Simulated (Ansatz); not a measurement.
# Relaxing a trial structure of AuF4P

The starting geometry of this gas-phase singlet was optimised with GFN2-xTB.

```json
{"atom": "Au", "x (Å)": "-0.1963", "y (Å)": "0.9639", "z (Å)": "-1.3443"}
{"atom": "F", "x (Å)": "0.4904", "y (Å)": "-2.0106", "z (Å)": "1.4458"}
{"atom": "F", "x (Å)": "-0.6072", "y (Å)": "-1.1070", "z (Å)": "-0.3795"}
{"atom": "F", "x (Å)": "0.2627", "y (Å)": "2.6898", "z (Å)": "-2.0421"}
{"atom": "F", "x (Å)": "-0.4934", "y (Å)": "0.0779", "z (Å)": "1.6481"}
{"atom": "P", "x (Å)": "0.5438", "y (Å)": "-0.6139", "z (Å)": "0.6720"}
```

Q: Predict what becomes of its bonds when it is optimised with PBE0-D4/def2-SVP.

A: A bond breaks, giving a structure with F3 bridging Au1 and P6, given below by its coordinates. Contacts that open: Au1–P6 (2.67 → 3.31 Å).

The energy falls by 0.20 eV over 11 steps:

```json
{"step": "1", "E − E(last) (eV)": "0.199"}
{"step": "2", "E − E(last) (eV)": "0.093"}
{"step": "3", "E − E(last) (eV)": "0.044"}
{"step": "4", "E − E(last) (eV)": "0.026"}
{"step": "5", "E − E(last) (eV)": "0.021"}
{"step": "7", "E − E(last) (eV)": "0.002"}
{"step": "8", "E − E(last) (eV)": "0.000"}
{"step": "9", "E − E(last) (eV)": "0.000"}
{"step": "10", "E − E(last) (eV)": "0.000"}
{"step": "11", "E − E(last) (eV)": "0.000"}
```

Final geometry (Å):

```yaml
atoms:
  - { symbol: Au, position_ang: [-0.1417, 1.1311, -1.5069] }
  - { symbol: F, position_ang: [0.1414, -2.2993, 1.4084] }
  - { symbol: F, position_ang: [-0.2357, -0.7633, -0.3833] }
  - { symbol: F, position_ang: [-0.0142, 2.7952, -2.4460] }
  - { symbol: F, position_ang: [-0.3907, -0.0180, 1.8986] }
  - { symbol: P, position_ang: [0.6410, -0.8458, 1.0292] }
```

Frequencies at the end are all real (lowest 29 cm⁻¹). Atoms past krypton carry core potentials, without spin–orbit terms. Run with Ansatz 0.2.0, 26 s on 2 threads of Arm Neoverse V2, on a shared host.
